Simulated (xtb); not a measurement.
HfO$_{2}$, triplet, from a rough starting geometry (GFN-xTB shapes and energies of metal compounds can be far from the true ones) (the multiplicity is a formal guess); GFN2-xTB run with xtb 6.7.1.

The xtb input:
```
$ xtb mol.xyz --gfn 2 --uhf 2 --opt vtight --json

# file mol.xyz
3

Hf     0.00852005    -0.00775675     0.04032494
O      1.32071093     0.29358205    -1.11506479
O     -1.37410553    -0.31350997     1.15723882
```

Task: Predict the main parts of the log of this xtb run.

Result: 
```
   ID    Z sym.   atoms
    1   72 Hf     1
    2    8 O      2, 3

           -------------------------------------------------
          |                Calculation Setup                |
           -------------------------------------------------

           -------------------------------------------------
          |                 G F N 2 - x T B                 |
           -------------------------------------------------

          ...................................................
          :                      SETUP                      :
          :.................................................:
          :  # basis functions                  18          :
          :  # atomic orbitals                  17          :
          :  # shells                            7          :
          :  # electrons                        16          :
          :  max. iterations                   250          :
          :  Hamiltonian                  GFN2-xTB          :
          :  restarted?                      false          :
          :  GBSA solvation                  false          :
          :  PC potential                    false          :
          :  electronic temp.          300.0000000     K    :
          :  accuracy                    1.0000000          :
          :  -> integral cutoff          0.2500000E+02      :
          :  -> integral neglect         0.1000000E-07      :
          :  -> SCF convergence          0.1000000E-05 Eh   :
          :  -> wf. convergence          0.1000000E-03 e    :
          :  Broyden damping             0.4000000          :
          :  net charge                          0          :
          :  unpaired electrons                  2          :
          ...................................................

 iter      E             dE          RMSdq      gap      omega  full diag
   1      6.2568947  0.625689E+01  0.606E+01    1.14       0.0  T
   2     -7.1091302 -0.133660E+02  0.323E+01    0.00       1.0  T
   3     -7.9463458 -0.837216E+00  0.229E+01    0.17       1.0  T
   4     -8.5742157 -0.627870E+00  0.237E+01    1.16       1.0  T
   5     -8.7129892 -0.138774E+00  0.215E+01    1.18       1.0  T
   6     -8.7163036 -0.331438E-02  0.208E+01    1.21       1.0  T
   7     -8.6405620  0.757416E-01  0.198E+01    1.22       1.0  T
   8     -9.1694407 -0.528879E+00  0.124E+01    1.59       1.0  T
   9     -9.2296399 -0.601992E-01  0.722E+00    1.38       1.0  T
  10     -9.0212855  0.208354E+00  0.974E+00    1.28       1.0  T
  11     -6.4191804  0.260211E+01  0.287E+01    0.10       1.0  T
  12     -9.2692877 -0.285011E+01  0.620E+00    1.35       1.0  T
  13     -9.4574796 -0.188192E+00  0.374E+00    1.60       1.0  T
  14     -9.4723101 -0.148305E-01  0.497E+00    1.60       1.0  T
  15     -9.4700546  0.225558E-02  0.398E+00    1.63       1.0  T
  16     -9.4681391  0.191542E-02  0.325E+00    1.63       1.0  T
  17     -9.4672574  0.881743E-03  0.332E+00    1.64       1.0  T
  18     -9.4662926  0.964792E-03  0.289E+00    1.65       1.0  T
  19     -9.4654993  0.793353E-03  0.136E+00    1.67       1.0  T
  20     -9.4704680 -0.496871E-02  0.118E+00    1.68       1.0  T
  21     -9.4680517  0.241630E-02  0.137E+00    1.66       1.0  T
  22     -9.4716194 -0.356771E-02  0.574E-01    1.67       1.0  T
  23     -9.4716109  0.845971E-05  0.551E-01    1.66       1.0  T
  24     -9.4712438  0.367131E-03  0.592E-01    1.65       1.0  T
  25     -9.4717156 -0.471798E-03  0.508E-01    1.66       1.0  T
  26     -9.4722348 -0.519182E-03  0.403E-01    1.66       1.0  T
  27     -9.4724135 -0.178733E-03  0.359E-01    1.66       1.0  T
  28     -9.4725509 -0.137420E-03  0.319E-01    1.66       1.0  T
  29     -9.4726706 -0.119662E-03  0.275E-01    1.66       1.0  T
  30     -9.4727529 -0.823519E-04  0.239E-01    1.66       1.0  T
  31     -9.4728537 -0.100765E-03  0.191E-01    1.66       1.0  T
  32     -9.4729288 -0.750735E-04  0.149E-01    1.66       1.0  T
[...]
 * total energy  :    -9.4436987 Eh     change       -0.2591955E-04 Eh
 * total energy  :    -9.4437270 Eh     change       -0.2828714E-04 Eh
 * total energy  :    -9.4437573 Eh     change       -0.3025770E-04 Eh
 * total energy  :    -9.4437890 Eh     change       -0.3169930E-04 Eh
 * total energy  :    -9.4438215 Eh     change       -0.3251839E-04 Eh
 * total energy  :    -9.4438542 Eh     change       -0.3267369E-04 Eh
 * total energy  :    -9.4404473 Eh     change        0.3406893E-02 Eh
 * total energy  :    -9.4441643 Eh     change       -0.3717050E-02 Eh
 * total energy  :    -9.4441743 Eh     change       -0.1000136E-04 Eh
 * total energy  :    -9.4441805 Eh     change       -0.6173305E-05 Eh
 * total energy  :    -9.4441807 Eh     change       -0.1670253E-06 Eh
 * total energy  :    -9.4441807 Eh     change       -0.9053451E-09 Eh
   *** GEOMETRY OPTIMIZATION CONVERGED AFTER 22 ITERATIONS ***
         :: total energy              -9.444180661273 Eh    ::
[...]
         :: -> dispersion             -0.001234176323 Eh    ::
         :: repulsion energy           0.029166927315 Eh    ::
         :: add. restraining           0.000000000000 Eh    ::
         :: total charge               0.000000000009 e     ::
         :::::::::::::::::::::::::::::::::::::::::::::::::::::

           -------------------------------------------------
          |                Property Printout                |
           -------------------------------------------------

    * Orbital Energies and Occupations

         #    Occupation            Energy/Eh            Energy/eV
      -------------------------------------------------------------
         1        2.0000           -0.7261584             -19.7598
         2        2.0000           -0.6997314             -19.0407
         3        2.0000           -0.5270692             -14.3423
         4        2.0000           -0.4900674             -13.3354
         5        2.0000           -0.4857016             -13.2166
         6        1.9960           -0.4618463             -12.5675
         7        1.9766           -0.4601436             -12.5211
         8        1.0273           -0.4532036             -12.3323
         9        1.0000           -0.3646004              -9.9213 (HOMO)
        10                         -0.3061760              -8.3315 (LUMO)
        11                         -0.3060684              -8.3285
        12                         -0.2779109              -7.5623
        13                         -0.2680494              -7.2940
        14                         -0.1540821              -4.1928
        15                         -0.1487917              -4.0488
        16                          0.1229444               3.3455
        17                          0.2273055               6.1853
      -------------------------------------------------------------
                  HL-Gap            0.0584245 Eh            1.5898 eV
             Fermi-level           -0.3961376 Eh          -10.7795 eV

     #   Z          covCN         q      C6AA      α(0)
     1  72 Hf       1.397     0.803   612.430    67.838
     2   8 O        0.699    -0.402    21.782     6.253
     3   8 O        0.699    -0.402    21.782     6.253

 Mol. C6AA /au·bohr⁶  :       1102.023734
 Mol. C8AA /au·bohr⁸  :     151210.124817
 Mol. α(0) /au        :         80.344817

Wiberg/Mayer (AO) data.
largest (>0.10) Wiberg bond orders for each atom

 ---------------------------------------------------------------------------
     #   Z sym  total        # sym  WBO       # sym  WBO       # sym  WBO
 ---------------------------------------------------------------------------
     1  72 Hf   3.199 --     3 O    1.600     2 O    1.600
     2   8 O    1.934 --     1 Hf   1.600     3 O    0.334
     3   8 O    1.934 --     1 Hf   1.600     2 O    0.334
 ---------------------------------------------------------------------------

Topologies differ in total number of bonds
Writing topology from bond orders to xtbtopo.mol

molecular dipole:
                 x           y           z       tot (Debye)
 q only:        0.394      -0.005       0.466
   full:        0.583      -0.007       0.688       2.292
molecular quadrupole (traceless):
                xx          xy          yy          xz          yz          zz
 q only:       -3.088      -1.685       3.899       6.396       1.400      -0.811
  q+dip:       -3.303      -1.815       4.057       7.055       1.496      -0.754
   full:       -4.567      -2.511       5.686       9.696       2.082      -1.120

optimized geometry written to: xtbopt.xyz

           -------------------------------------------------
          | TOTAL ENERGY               -9.444180661273 Eh   |
          | GRADIENT NORM               0.000003741163 Eh/α |
          | HOMO-LUMO GAP               1.589810367501 eV   |
           -------------------------------------------------

normal termination of xtb
```
